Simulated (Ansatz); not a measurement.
Relaxation of BBrCl$_{2}$H$_{2}$ (6 atoms, charge 0, multiplicity 1), to a largest force component of 0.03 eV/Å in at most 50 steps.

These are results of RKS PBE/def2-SVP in Ansatz, not measurements.

```xyz
6
Properties=species:S:1:pos:R:3
B -0.280 -0.800 0.266
Br 1.062 2.113 -0.684
Cl 0.422 -1.847 -0.941
Cl 0.264 -0.840 1.923
H -0.274 1.490 -0.538
H -1.194 -0.116 -0.026
```

Question: Where does it end, and by what steps?

Answer: It converged. The force dipped under the threshold on the way, but the program's further checks kept it going. After 20 steps the energy has fallen by 0.075 eV; H5 moved furthest, 0.75 Å.

| step | energy less start (eV) | largest force component (eV/Å) | accepted |
| --- | --- | --- | --- |
| 0 | 0.0000 | 0.804 | yes |
| 1 | -0.0119 | 0.784 | yes |
| 2 | -0.0577 | 0.422 | yes |
| 3 | -0.0600 | 0.370 | yes |
| 4 | -0.0668 | 0.047 | yes |
| 5 | -0.0676 | 0.047 | yes |
| 6 | -0.0686 | 0.013 | yes |
| 7 | -0.0658 | 0.426 | no |
| 8 | -0.0692 | 0.042 | yes |
| 9 | -0.0680 | 0.277 | no |
| 10 | -0.0703 | 0.052 | yes |
| 11 | -0.0708 | 0.134 | yes |
| 12 | -0.0670 | 0.257 | no |
| 13 | -0.0718 | 0.076 | yes |
| 14 | -0.0726 | 0.033 | yes |
| 15 | -0.0734 | 0.106 | yes |
| 16 | -0.0732 | 0.128 | no |
| 17 | -0.0740 | 0.028 | yes |
| 18 | -0.0734 | 0.126 | no |
| 19 | -0.0743 | 0.020 | yes |
| 20 | -0.0745 | 0.028 | yes |

```xyz
6
Properties=species:S:1:pos:R:3
B -0.302 -1.017 0.341
Br 1.140 2.212 -0.714
Cl 0.430 -2.041 -0.873
Cl 0.272 -1.034 1.992
H -0.294 2.199 -0.789
H -1.246 -0.320 0.043
```

Run time: 28 s on 2 threads of Arm Neoverse V1 (shared host), peak memory 0.13 GiB.
